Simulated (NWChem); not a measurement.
System: C$_{3}$H$_{4}$F$_{2}$; SMILES C1CC1(F)F

The following NWChem deck was run.

```
start job
memory heap 200 mb stack 900 mb global 1100 mb
geometry units angstroms noautoz
  F      0.000000    -1.094890     0.948008
  C      0.000000     0.000000     0.177510
  F      0.000000     1.094890     0.948008
  C     -0.767073     0.000000    -1.080959
  C      0.767073     0.000000    -1.080959
  H     -1.274766     0.925784    -1.362629
  H     -1.274766    -0.925784    -1.362629
  H      1.274766     0.925784    -1.362629
  H      1.274766    -0.925784    -1.362629
end
basis spherical
  * library def2-svp
end
dft
  xc becke97-d
  disp vdw 2
  iterations 150
  mulliken
end
task dft energy
```

Geometry: optimised at PBE0/def2-SVP.

Question: What results follow from this input? (B97-D/def2-SVP.) Quantities: energy (Ha); highest occupied level (eV); orbital gap (eV); dipole (D).

Answer: 
- energy (Ha) = -315.95
- highest occupied level (eV) = -6.60
- orbital gap (eV) = 7.61
- dipole (D) = 1.85
